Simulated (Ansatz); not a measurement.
Consider the redistribution: `[SiH3]O[SiH](Cl)O[SiH3]` + `FC[SiH2]S` → `[SiH3]O[SiH](S)Cl` + `FC[SiH2]O[SiH3]`.

Program: Ansatz. Geometries: PBE0-D4/def2-TZVP. ΔE: electronic, gas phase. CBS: MP2 limit from def2 TZ/QZ plus the TZ coupled-cluster correction, frozen cores. DFT in def2-TZVPP. B3LYP here is the variant with VWN-RPA as its local correlation; programs differ in this. Each species was taken in one conformer, which may not be the lowest.

| level | ΔE (kcal/mol) | difference from CCSD(T)/CBS |
| --- | --- | --- |
| PBE-D4 | 5.2 | -0.2 |
| r2SCAN-D4 | 5.5 | 0.1 |
| B3LYP-D4 | 5.2 | -0.2 |
| ωB97M-V | 5.3 | -0.1 |
| r2SCAN | 5.4 | 0.0 |
| B3LYP | 5.1 | -0.3 |
| HF/def2-TZVPP | 5.6 | 0.2 |
| MP2/def2-TZVPP | 5.1 | -0.3 |
| HF/def2-QZVPP | 5.7 | 0.3 |
| MP2/CBS(def2) | 5.1 | -0.3 |
| CCSD(T)/CBS | 5.4 | 0 |

Largest T1 diagnostic among the species: 0.011.
